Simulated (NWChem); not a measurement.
**Total energies of NS**

SMILES: [N]=S
```xyz
2

N      0.0000     0.0000     1.0445
S      0.0000     0.0000    -0.4570
```
Charge 0, spin multiplicity 2.

All runs are NWChem calculations. The geometry was optimised at UPBE0/def2-SVP, a minimum by its harmonic frequencies.

Basis set: def2-QZVP (127 functions).

```tsv
method	total energy (Ha)	relative cost
UHF	-451.96809	1
UMP2	-452.29971	under 3
UB2PLYP	-452.76288	under 3
UPBE	-452.69247	under 3
UB3LYP	-452.93567	under 3
ULC-wPBE (omega 0.3 per bohr)	-452.71950	10
```

Total energies of different functionals aren't comparable as a measure of quality: only differences taken within one method are. Costs are rough ratios of processor time within this set of runs, SCF included, with UHF as 1.

The correlated methods keep 6 core orbitals frozen. B3LYP has NWChem's definition, with VWN1-RPA local correlation. GW and range-separated runs recompute their integrals, the others keep them in memory, which bears on the times. The structure started from a generated list of species. The unpaired electrons of the parent sit in orbitals of symmetry b2 (C2v labels of the run); other states weren't searched. The stability of the SCF solutions was not checked. Open-shell Hartree-Fock references start from PBE0 orbitals; any time given for them includes that run.
